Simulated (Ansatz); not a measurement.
Relaxation of CH$_{8}$SSi$_{2}$ (12 atoms, charge 0, multiplicity 1), to a largest force component of 0.03 eV/Å in at most 50 steps.

Method: RKS PBE0-D4/def2-SVP (Ansatz).

```xyz
12
Properties=species:S:1:pos:R:3
Si -1.060 -0.401 -1.069
Si 2.126 0.081 0.351
S -0.727 -2.285 -1.453
H 1.198 -0.850 -0.271
H -0.691 0.712 -1.995
C -1.887 0.279 0.456
H 2.270 -0.249 1.800
H 1.568 1.464 0.226
H 3.450 0.019 -0.334
H -2.973 0.332 0.268
H -1.732 -0.394 1.311
H -1.542 1.292 0.709
```

**Question.** Where does it end, and by what steps?

**Answer.** The forces met the threshold. After 7 steps the energy has fallen by 0.193 eV; S3 moved furthest, 0.66 Å.

| step | energy less start (eV) | largest force component (eV/Å) | accepted |
| --- | --- | --- | --- |
| 0 | 0.0000 | 0.704 | yes |
| 1 | -0.1026 | 0.236 | yes |
| 2 | -0.1488 | 0.328 | yes |
| 3 | -0.1754 | 0.208 | yes |
| 4 | -0.1873 | 0.210 | yes |
| 5 | -0.1914 | 0.105 | yes |
| 6 | -0.1923 | 0.032 | yes |
| 7 | -0.1925 | 0.013 | yes |

```xyz
12
Properties=species:S:1:pos:R:3
Si -1.121 -0.583 -1.131
Si 2.106 0.282 0.420
S -1.323 -2.446 -1.686
H 1.106 -0.634 -0.230
H -0.579 0.488 -2.024
C -1.746 0.170 0.457
H 2.219 -0.088 1.860
H 1.613 1.685 0.291
H 3.416 0.129 -0.272
H -2.730 0.630 0.258
H -1.880 -0.600 1.231
H -1.079 0.966 0.825
```

Time of the run: 25 s on 2 threads of Arm Neoverse V1, with other jobs on the host, peak memory 0.24 GiB.
